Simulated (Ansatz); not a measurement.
C2H4AlCl, SMILES `[Cl][Al]1[CH2][CH2]1`. Charge 0, multiplicity 1.

```xyz
8

Cl    2.4264   -0.4358    2.2230
Al    0.9063   -0.1627    0.8303
C    -0.4912    0.7920   -0.0037
C    -0.1893   -0.6698   -0.6198
H    -0.3116    1.6116   -0.6975
H    -1.4819    0.8923    0.4367
H     0.1547   -0.6540   -1.6527
H    -1.0135   -1.3737   -0.5165
```

(1) List the harmonic frequencies (cm⁻¹, unscaled) at PBE0-D4/def2-TZVP in Ansatz. (Estimate.)

(2) Is this a minimum?

(3) Give the ideal-gas thermochemistry at 298.15 K and 1 bar (rigid rotor, harmonic oscillator; point group C2v, symmetry number 2).

(4) And at 400, 500, 600, 800 and 1000 K?

Results:

(1) Ansatz gave: 135, 164, 247, 412, 623, 675, 700, 837, 917, 967, 1006, 1172, 1399, 1412, 3098, 3104, 3158, 3177.

(2) Yes, all 18 modes are real.

(3) Zero-point energy 138.8 kJ/mol; H(298) − E = 155.8 kJ/mol; entropy 307.6 J/(mol·K), of which translation 165.0, rotation 102.0, vibration 40.6; G(298) − E = 64.0 kJ/mol.

(4) 
```tsv
T (K)	H − E (kJ/mol)	S (J/mol/K)	G − E (kJ/mol)
400	165.1	334.4	31.3
500	175.6	357.9	-3.3
600	187.2	379.0	-40.2
800	212.8	415.7	-119.8
1000	240.6	446.7	-206.1
```
